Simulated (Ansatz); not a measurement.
CHN (SMILES [C-]#[NH+]), charge 0, multiplicity 1, relaxed at each level with Ansatz (a first-principles code); harmonic frequencies from differences of analytic forces, average atomic masses, frozen cores.

**Question.** Give the equilibrium geometry, the harmonic frequencies and the zero-point energy at PBE0/def2-TZVPP.

**Answer.** 
(charge 0, multiplicity 1):
```xyz
3

C      0.0000     0.0000    -0.7357
N      0.0000     0.0000     0.4278
H      0.0000     0.0000     1.4242
```
Frequencies (cm⁻¹): 491, 491, 2128, 3840. Zero-point energy 9.94 kcal/mol.

**Question.** Give the equilibrium geometry, the harmonic frequencies and the zero-point energy at CCSD(T)/cc-pVQZ.

**Answer.** 
(charge 0, multiplicity 1):
```xyz
3

C      0.0000     0.0000    -0.7413
N      0.0000     0.0000     0.4307
H      0.0000     0.0000     1.4269
```
Frequencies (cm⁻¹): 467, 467, 2054, 3820. Zero-point energy 9.73 kcal/mol.
